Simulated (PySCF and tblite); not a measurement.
Results of a calculation; reference values are marked as such.
C₆H₇NO, numbered as in [CH3:1][C:2](=[O:3])[c:4]1[cH:5][cH:6][nH:7][cH:8]1.

Level: PBE0-D3(BJ)/pcSseg-1//GFN2-xTB, thermal terms from GFN2-xTB, symmetry numbers and mirror pairs counted. Conformers within 2.5 kcal/mol (GFN2-xTB free energy) were kept, 6 at most. Codes: tblite and PySCF.

An NOE distance is ⟨r⁻⁶⟩^(−1/6) over all pairs of like atoms and, for the average, over conformers.

Torsions listed: O3–C2–C4–C5.

```json
{"conformer": "1", "shape": "180°", "weight %": "65.7"}
{"conformer": "2", "shape": "0°", "weight %": "34.3"}
```

Which H–H contacts under 3.5 Å would NOEs report (pairs on one atom left out) at 298.15 K?


```json
{"pair": "H6 ··· H7", "in 1 (Å)": "2.50", "in 2 (Å)": "2.50", "average (Å)": "2.50"}
{"pair": "H7 ··· H8", "in 1 (Å)": "2.51", "in 2 (Å)": "2.49", "average (Å)": "2.50"}
{"pair": "H5 ··· H6", "in 1 (Å)": "2.69", "in 2 (Å)": "2.71", "average (Å)": "2.70"}
{"pair": "H1 ··· H5", "in 1 (Å)": "2.76", "in 2 (Å)": "4.83", "average (Å)": "2.95"}
{"pair": "H1 ··· H8", "in 1 (Å)": "4.84", "in 2 (Å)": "2.79", "average (Å)": "3.30"}
```

Longer pairs under the limit may be missing.
